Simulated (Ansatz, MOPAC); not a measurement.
System: C₂H₂F₄ (charge 0, singlet). SMILES: FCC(F)(F)F

Atoms: F1, C2, C3, F4, F5, F6, H7, H8. Bonds: F1-C2, C2-C3, C2-H7, C2-H8, C3-F4, C3-F5, C3-F6.

Bond lengths (Å) and angles (degrees) optimised at PM3 with MOPAC; HF/3-21G with Ansatz (a first-principles code); MP2/6-31G* with Ansatz, each started from the B3LYP-D3(BJ)/def2-TZVP structure (Ansatz) of the last column. A row stands for all coordinates that are equal there; 8 of 13 kinds are shown. 6-31G* holds six Cartesian d functions. No wavenumbers were computed at MP2/6-31G*, so these may be saddle points.

```tsv
coordinate	PM3	HF/3-21G	MP2/6-31G*	B3LYP-D3(BJ)/def2-TZVP
F1-C2	1.351	1.393	1.384	1.376
C2-C3	1.573	1.495	1.508	1.519
C2-H7	1.101	1.075	1.092	1.091
C3-F4	1.348	1.344	1.346	1.341
C3-F6	1.348	1.352	1.353	1.349
F1-C2-C3	108.7	108.6	108.5	109.6
C2-C3-F4	112.9	112.1	111.6	111.9
C2-C3-F6	113.6	108.3	109.1	108.9
```

Mean signed difference of all 7 bond lengths from B3LYP-D3(BJ)/def2-TZVP: PM3 0.009 Å, HF/3-21G -0.004 Å, MP2/6-31G* 0.002 Å.
